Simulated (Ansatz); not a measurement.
Abridged output of a molecular run in Ansatz:

```
Functional definition: HF
1198 factors; integrals over basis functions are off by at most 1.4e-3 eV
mean field evaluation 1: about -57995.0681 eV, gradient 3.6e1 eV
mean field evaluation 2: about -57995.0758 eV, gradient 3.6e1 eV
mean field evaluation 4: about -57998.2654 eV, gradient 4.8e0 eV
mean field evaluation 8: about -57998.3287 eV, gradient 1.4e-1 eV
mean field evaluation 16: about -57998.3161 eV, gradient 1.2e0 eV
mean field -57998.32883529 eV, -2131.3992720177 hartree, gradient 1.3e-6 eV, S^2 0.000000; 0 other end points of the search recorded, 0 dependent functions left out
13 core orbitals not correlated: weight in the atoms' cores, before any rotation towards them, 1.000 or more for the frozen orbitals, at most 0.000 for the correlated occupied ones
reference -57998.32883529 eV, -2131.3992720177 hartree; 19, 19 occupied and 86, 86 virtual orbitals, 1198 factors
second order -22.80476140 eV of doubles, -0.00000000 eV of singles
cycle   1  -22.71061551 eV  change    9.4e-2 eV  update   1.3e-1
cycle   2  -23.41672316 eV  change   -7.1e-1 eV  update   3.9e-2
cycle   3  -23.58559694 eV  change   -1.7e-1 eV  update   2.0e-2
cycle   4  -23.57682312 eV  change    8.8e-3 eV  update   5.1e-3
cycle   5  -23.57426572 eV  change    2.6e-3 eV  update   2.1e-3
cycle   6  -23.57476163 eV  change   -5.0e-4 eV  update   5.5e-4
cycle   7  -23.57446658 eV  change    3.0e-4 eV  update   1.9e-4
cycle   8  -23.57436743 eV  change    9.9e-5 eV  update   5.4e-5
cycle   9  -23.57437142 eV  change   -4.0e-6 eV  update   2.0e-5
perturbative correction -0.77984994 eV, -0.0286589568 hartree
Total energy: -58022.68305665 eV, -2132.2942731449 hartree
```

Its atoms:

Z-matrix (Å, degrees):
```
N
Ga 1 2.107
C 1 1.452 2 103.1
H 1 1.015 2 111.3 3 120.2
H 1 1.015 2 111.3 3 -120.2
O 2 1.896 1 85.7 3 -0.0
H 2 1.568 1 106.1 3 -112.0
H 2 1.568 1 106.1 3 112.0
C 3 1.344 1 116.1 2 0.0
H 3 1.080 1 119.6 2 -180.0
H 9 1.090 3 119.6 1 180.0
```

**Question.** Which basis set was used?
A. def2-SVP
B. def2-QZVPP
C. def2-SVPD
D. def2-TZVPP

**Answer.** A. It gives 118 functions.

**Question.** Write the keys of the input that set method, charge and spin (a neutral closed shell needs none for the last two).

**Answer.** 
```yaml
correlation: {method: ccsd_t}
```
